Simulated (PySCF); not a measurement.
BF2H3Si.
Z-matrix (Å and degrees, PBE0-D3(BJ)/def2-SVP geometry), rows numbered from 1:
```
F 
B   1  1.3200
F   2  1.3189  1  116.28
Si  2  2.0353  1  120.42  3   179.65
H   4  1.4951  2  109.57  1    52.97
H   4  1.4925  2  111.75  1   174.43
H   4  1.4964  2  108.80  1   -65.01
```

Computed with PBE0-D3(BJ)/def2-SVP geometry optimisation, gas phase (PySCF).

Take the most abundant isotopes and a rigid rotor. 

Task: Give the principal moments of inertia and the rotational constants in cm⁻¹.

Result: Ia = 53.65, Ib = 138.69, Ic = 186.44 u·Å²; 505379 MHz·u·Å²/I gives 9419, 3644 and 2711 MHz, that is A = 0.31419, B = 0.12155, C = 0.09042 cm⁻¹.

Task: Classify the top.

Result: An asymmetric top; Ray's κ = -0.722.

Task: Is it planar, by Δ = Ic − Ia − Ib?

Result: Not planar: Δ = Ic − Ia − Ib = -5.91 u·Å². For a rigid frame Δ = −2 Σ m c², so Σ m c² = 2.95 u·Å² lies off the ab plane, practically all of it from hydrogen. The atom farthest from that plane is 1.29 Å away.

Task: Give the other two planar moments, Paa and Pbb, and the rms extents of the mass along the axes.

Result: Paa = Σ m a² = (Ib + Ic − Ia)/2 = 135.74 and Pbb = Σ m b² = (Ia + Ic − Ib)/2 = 50.70 u·Å². With the mass M = 80.01 u, the rms extents √(P/M) along a, b and c are 1.30, 0.80, 0.19 Å.

Task: Give the coordinates in the principal-axis frame, origin at the centre of mass.

Result: The sense of each axis is arbitrary; atoms in the order of the calculation.
```
atom  mass (u)   a (Å)   b (Å)   c (Å)
  F1    18.998   1.140  -1.135   0.000
  B2    11.009   0.477   0.007   0.003
  F3    18.998   1.207   1.106   0.000
 Si4    27.977  -1.558   0.017   0.000
  H5     1.008  -2.064  -0.832   1.122
  H6     1.008  -2.104   1.400   0.139
  H7     1.008  -2.042  -0.574  -1.286
```

Task: Which types of transition are allowed, and where do some lines up to J = 2 fall?

Result: The dipole components are |μa| = 0.71 D, |μb| = 0.03 D, |μc| = 0.01 D. The squared components, which scale the intensities, stand as 1.00 : 0.00 : 0.00 (a : b : c). Some lines, for components of 0.1 D or more:

| type | branch | J(Ka,Kc) | MHz | lower level (cm⁻¹) |
| --- | --- | --- | --- | --- |
| a | Q | 1(1,0) ← 1(1,1) | 933 | 0.405 |
| a | Q | 2(1,1) ← 2(1,2) | 2800 | 0.797 |
| a | R | 1(0,1) ← 0(0,0) | 6355 | 0.000 |
| a | R | 2(1,2) ← 1(1,1) | 11776 | 0.405 |
| a | R | 2(0,2) ← 1(0,1) | 12605 | 0.212 |
| a | R | 2(1,1) ← 1(1,0) | 13643 | 0.436 |

No frequency check. These are rigid-rotor constants of the computed structure; measured ground-state constants (B0) also hold zero-point vibration. A rigid rotor knows nothing of internal rotation, which can split or shift real lines. Quadrupole hyperfine structure (11B) is left out.
